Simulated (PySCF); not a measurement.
## Cost against result

Saddle point of CH5FZn, closed shell (CH₄Zn ([CH3][ZnH]) + HF → CH₃FZn ([CH3][Zn][F]) + H₂; bonds formed: Zn1–F5, H2–H4; bonds broken: Zn1–H2, H4–F5), PBE0-D4/def2-TZVP structure:

```
8
angstrom
Zn 0.1986 -0.2321 0.3888
H 0.6421 -0.5414 2.0858
C -0.6631 0.8512 -0.9615
H 1.0340 -1.3062 1.5931
F 1.2733 -1.9467 0.5881
H -1.1982 1.6892 -0.5130
H 0.0843 1.2429 -1.6540
H -1.3710 0.2431 -1.5275
```

Barriers are electronic and count from the start structure reached by relaxing down the imaginary mode.

Computed with PySCF 2.14 with density fitting (its default auxiliary sets; JK sets also for MP2 and CCSD(T)) (basis: as named in each row); correlated methods freeze the cores. The 3s and 3p shells of Cu and Zn are frozen; filled d shells are correlated. B3LYP uses VWN-RPA correlation. Extrapolation: Hartree–Fock as exp(−7.88 √X), correlation as X^−2.97.

Times are rough, for one single point on 4 threads of a shared host (Intel Xeon).

The estimate by CCSD(T) at an estimated basis limit (MP2 extrapolated from triple and quadruple zeta, plus CCSD(T) − MP2 in triple zeta) is 53.2 kJ/mol.

```json
{"method": "HF", "basis": "STO-3G", "time (s)": "3", "barrier (kJ/mol)": "82.3", "method less estimate": "29.1"}
{"method": "MP2", "basis": "def2-QZVPP", "time (s)": "12", "barrier (kJ/mol)": "53.5", "method less estimate": "0.3"}
{"method": "PBE0-D4", "basis": "def2-SVP", "time (s)": "13", "barrier (kJ/mol)": "25.8", "method less estimate": "-27.4"}
{"method": "PBE-D4", "basis": "def2-SVP", "time (s)": "16", "barrier (kJ/mol)": "10.7", "method less estimate": "-42.5"}
{"method": "SPW92", "basis": "def2-TZVPP", "time (s)": "19", "barrier (kJ/mol)": "24.1", "method less estimate": "-29.1"}
{"method": "BHLYP-D4", "basis": "def2-TZVPP", "time (s)": "25", "barrier (kJ/mol)": "60.6", "method less estimate": "7.4"}
{"method": "PBE0-D4", "basis": "def2-TZVPP", "time (s)": "26", "barrier (kJ/mol)": "50.3", "method less estimate": "-2.9"}
{"method": "B3LYP-D4", "basis": "def2-TZVPP", "time (s)": "28", "barrier (kJ/mol)": "53.2", "method less estimate": "0.0"}
{"method": "PBE-D4", "basis": "def2-TZVPP", "time (s)": "33", "barrier (kJ/mol)": "41.5", "method less estimate": "-11.7"}
{"method": "r2SCAN-D4", "basis": "def2-TZVPP", "time (s)": "54", "barrier (kJ/mol)": "38.2", "method less estimate": "-15.0"}
{"method": "CCSD(T)", "basis": "def2-SVP", "time (s)": "140", "barrier (kJ/mol)": "40.4", "method less estimate": "-12.8"}
{"method": "wB97M-V", "basis": "def2-TZVPP", "time (s)": "410", "barrier (kJ/mol)": "53.3", "method less estimate": "0.1"}
{"method": "CCSD(T)", "basis": "def2-TZVPP", "time (s)": "970", "barrier (kJ/mol)": "57.8", "method less estimate": "4.6"}
```

All methods are single points on the PBE0-D4 structures.

The T1 diagnostic stays at or below 0.016.

Labels in which every atom is bracketed show which atoms are joined, not bond orders.
